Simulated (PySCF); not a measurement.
B(OH)(OMe)(SiH3), CH₇BO₂Si, SMILES B([SiH3])(O)OC, PBE0/def2-SVP optimised geometry.

```
12

B     -0.94    -0.52     0.00
O     -1.65    -1.69     0.00
H     -1.09    -2.47     0.00
O     -1.69     0.60     0.00
C     -1.19     1.91    -0.01
H     -1.50     2.42    -0.94
H     -1.59     2.47     0.84
H     -0.09     1.94     0.04
Si     1.11    -0.52     0.00
H      1.69     0.16     1.20
H      1.68     0.15    -1.21
H      1.62    -1.94     0.01
```

Density from PySCF with PBE0/def2-TZVP at that geometry.

Minimum of the electron density along straight lines between bonded atoms, close to the bond critical point (lines longer than 1.1 times the sum of covalent radii, or with two minima, are not listed):

```tsv
bond	length / Å	ρ at the minimum / e bohr⁻³	∇²ρ there / e bohr⁻⁵	position (fraction from the first atom)
B1–O2	1.360	0.211	0.96	0.33
O2–H3	0.960	0.361	-2.49	0.81
B1–O4	1.352	0.211	1.02	0.33
O4–C5	1.397	0.263	-0.46	0.66
C5–H6	1.102	0.279	-0.97	0.65
C5–H7	1.101	0.280	-0.98	0.65
C5–H8	1.105	0.276	-0.95	0.65
B1–Si9	2.054	0.108	-0.08	0.62
Si9–H10	1.499	0.116	0.16	0.49
Si9–H11	1.499	0.116	0.16	0.49
Si9–H12	1.501	0.115	0.16	0.49
```
